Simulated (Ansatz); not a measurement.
Input file for Ansatz (a program for electronic structure): U-MP2/aug-cc-pV(T+d)Z on CH3Si (SMILES C=[SiH]), 2S+1 = 2, atoms moved off the minimum. Files ending in .json are basis or fitting sets from the Basis Set Exchange.

Ansatz 0.2 input:
```yaml
crystal:
  periodic: [false, false, false]
  atoms:
    - {symbol: C, position_ang: [-1.03941305, 0.44092676, 0.00786807]}
    - {symbol: Si, position_ang: [0.56011490, -0.28568981, 0.00317434]}
    - {symbol: H, position_ang: [-1.97718644, -0.22011350, 0.03642592]}
    - {symbol: H, position_ang: [-1.11643199, 1.43639496, 0.01064586]}
    - {symbol: H, position_ang: [1.63416016, 0.62099582, 0.01428740]}
basis:
  gaussian:
    orbitals: aug-cc-pV_T+d_Z.json
magnetization: {spin_polarized: true, initial_magnetization: 1}
correlation: {method: mp2, electrons: outside_noble_gas}
scf: {omitted_lower_state_checks: [cluster_reference]}
output: {forces: true}
```

The log:

```
WARN ansatz: RAYON_NUM_THREADS=1 ignored (pool sized by the plan → 1); use --threads N
Functional definition: HF
these checks for a lower state are left out or cut short: cluster_reference
integrals: 0.22 GiB planned
969 factors; integrals over basis functions are off by at most 1.3e-3 eV
mean field: 0.47 GiB planned
mean field evaluation 1: about -8933.6986 eV, gradient 2.6e1 eV
mean field evaluation 2: about -8933.6993 eV, gradient 2.6e1 eV
mean field evaluation 4: about -8937.6405 eV, gradient 2.6e0 eV
mean field evaluation 8: about -8937.7953 eV, gradient 6.3e-1 eV
mean field evaluation 16: about -8938.0924 eV, gradient 1.6e-6 eV
mean field evaluation 32: about -8937.6366 eV, gradient 1.2e0 eV
mean field evaluation 64: about -8937.7887 eV, gradient 2.7e-3 eV
mean field evaluation 96: about -8935.8145 eV, gradient 1.8e1 eV
mean field evaluation 128: about -8937.7092 eV, gradient 9.3e-2 eV
mean field -8938.09242458 eV, -328.4688381466 hartree, gradient 1.6e-6 eV, S^2 1.277415; 11 other end points of the search recorded, 0 dependent functions left out
6 core orbitals not correlated
reference -8938.09242458 eV, -328.4688381466 hartree; 6, 5 occupied and 158, 159 virtual orbitals, 969 factors
densities: 0.58 GiB planned
second order -6.70294361 eV of doubles, -0.00000000 eV of singles
the calculation of the forces begins
Total energy: -8944.79536819 eV, -328.7151667809 hartree
Atom 0 at    -1.039413     0.440927     0.007868 Å, force     0.451657    -6.129647     0.091213 eV/Å
Atom 1 at     0.560115    -0.285690     0.003174 Å, force    -2.975795     0.149183     0.019548 eV/Å
Atom 2 at    -1.977186    -0.220113     0.036426 Å, force     1.571214     1.383476    -0.097864 eV/Å
Atom 3 at    -1.116432     1.436395     0.010646 Å, force    -0.516199     3.765483     0.007898 eV/Å
Atom 4 at     1.634160     0.620996     0.014287 Å, force     1.469124     0.831504    -0.020795 eV/Å
Dipole moment:     0.221578    -0.110549     0.002920 e Å
Checks for a lower state left out: cluster_reference
```

The calculation finished and met its thresholds. Its determinant has ⟨S²⟩ = 1.28, a mixture of spin states.

Cost: around 40 core-seconds (rough).
